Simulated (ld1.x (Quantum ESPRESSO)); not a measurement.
# Reading a pseudo-wave (B (Z = 5))

Columns: radius, all-electron u(r) and pseudo u(r) of the 2s shell (level -31.48 eV) of boron in the configuration [He] 2s1 2p0; PBE, scalar-relativistic, TM scheme, ld1.x (Quantum ESPRESSO) 7.5.

```json
{"r (bohr)": "0.078", "all-electron": "0.2864", "pseudo": "-0.0383"}
{"r (bohr)": "0.155", "all-electron": "0.3693", "pseudo": "-0.0771"}
{"r (bohr)": "0.232", "all-electron": "0.3382", "pseudo": "-0.1180"}
{"r (bohr)": "0.310", "all-electron": "0.2431", "pseudo": "-0.1627"}
{"r (bohr)": "0.388", "all-electron": "0.1165", "pseudo": "-0.2116"}
{"r (bohr)": "0.465", "all-electron": "-0.0196", "pseudo": "-0.2648"}
{"r (bohr)": "0.542", "all-electron": "-0.1547", "pseudo": "-0.3235"}
{"r (bohr)": "0.620", "all-electron": "-0.2833", "pseudo": "-0.3881"}
{"r (bohr)": "0.698", "all-electron": "-0.3993", "pseudo": "-0.4568"}
{"r (bohr)": "0.775", "all-electron": "-0.4993", "pseudo": "-0.5264"}
{"r (bohr)": "0.852", "all-electron": "-0.5842", "pseudo": "-0.5945"}
{"r (bohr)": "0.930", "all-electron": "-0.6555", "pseudo": "-0.6582"}
{"r (bohr)": "1.008", "all-electron": "-0.7130", "pseudo": "-0.7133"}
{"r (bohr)": "1.085", "all-electron": "-0.7569", "pseudo": "-0.7567"}
{"r (bohr)": "1.162", "all-electron": "-0.7887", "pseudo": "-0.7886"}
{"r (bohr)": "1.240", "all-electron": "-0.8096", "pseudo": "-0.8096"}
{"r (bohr)": "1.318", "all-electron": "-0.8202", "pseudo": "-0.8202"}
{"r (bohr)": "1.395", "all-electron": "-0.8218", "pseudo": "-0.8218"}
{"r (bohr)": "1.472", "all-electron": "-0.8159", "pseudo": "-0.8159"}
{"r (bohr)": "1.550", "all-electron": "-0.8033", "pseudo": "-0.8033"}
{"r (bohr)": "1.628", "all-electron": "-0.7853", "pseudo": "-0.7853"}
{"r (bohr)": "1.705", "all-electron": "-0.7632", "pseudo": "-0.7632"}
{"r (bohr)": "1.782", "all-electron": "-0.7377", "pseudo": "-0.7377"}
{"r (bohr)": "1.860", "all-electron": "-0.7093", "pseudo": "-0.7093"}
{"r (bohr)": "1.938", "all-electron": "-0.6790", "pseudo": "-0.6790"}
{"r (bohr)": "2.015", "all-electron": "-0.6480", "pseudo": "-0.6480"}
```

Question: How many radial nodes do the two functions have?

Answer: The all-electron 2s function has n − l − 1 = 1; the pseudo-wave has 0, since the states of the same l below it are removed with the core.

Question: At about which radius was the pseudo-wave matched?

Answer: 1.30 bohr. The columns agree to 0.0005 from 1.01 bohr on; several derivatives are matched, so the curves merge somewhat inside the radius.

Question: Is the pseudo-wave norm-conserving?

Answer: Yes: the TM scheme keeps the norm inside the radius equal to the all-electron one, which fixes the energy derivative of the logarithmic derivative at the level.
